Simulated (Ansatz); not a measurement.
`C=[CH][ZnH]`, charge 0, multiplicity 1.

Q: Give a relaxed structure at PBE0-D4/def2-TZVP (Ansatz 0.2.0). (An estimate is asked.)

A: The calculation gave: 
Cartesian coordinates in Å:
```
C -0.053 -1.198 -0.075
C -0.276 -0.006 0.481
Zn 0.298 1.668 -0.288
H 0.477 -1.317 -1.017
H -0.390 -2.127 0.383
H -0.818 -0.016 1.428
H 0.762 2.996 -0.913
```
Point group Cs.
